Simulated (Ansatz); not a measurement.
Tc, sextet (core potentials on Tc); B3LYP/def2-SVPD run with Ansatz (a quantum-chemistry and plane-wave program).

Input for Ansatz:
Ansatz 0.2 input:
```yaml
crystal:
  periodic: [false, false, false]
  atoms:
    - {symbol: Tc, position_ang: [0.00000000, 0.00000000, 0.00000000]}
basis:
  gaussian:
    orbitals: def2-SVPD
hamiltonian:
  xc: b3lyp
magnetization: {spin_polarized: true, initial_magnetization: 5}
```

It wrote (shortened):

```
Functional definition: B3LYP
223 factors; integrals over basis functions are off by at most 2.3e-4 eV
mean field evaluation 1: about -2194.4224 eV, gradient 1.6e1 eV
mean field evaluation 2: about -2190.6905 eV, gradient 3.2e1 eV
mean field evaluation 4: about -2196.0873 eV, gradient 7.7e-1 eV
mean field evaluation 8: about -2196.2205 eV, gradient 8.8e-1 eV
mean field evaluation 16: about -2196.2519 eV, gradient 3.5e-1 eV
mean field evaluation 32: about -2195.3411 eV, gradient 1.0e1 eV
mean field evaluation 64: about -2196.0542 eV, gradient 1.1e0 eV
mean field evaluation 96: about -2196.2531 eV, gradient 9.5e-2 eV
mean field evaluation 128: about -2196.2531 eV, gradient 9.6e-2 eV
mean field -2196.25363549 eV, -80.7108324301 hartree, gradient 9.4e-7 eV, S^2 8.760077; 11 other end points of the search recorded, 0 dependent functions left out
reference -2196.25377603 eV, -80.7108375950 hartree; 10, 5 occupied and 24, 29 virtual orbitals, 223 factors
Total energy: -2196.25377603 eV, -80.7108375950 hartree
```
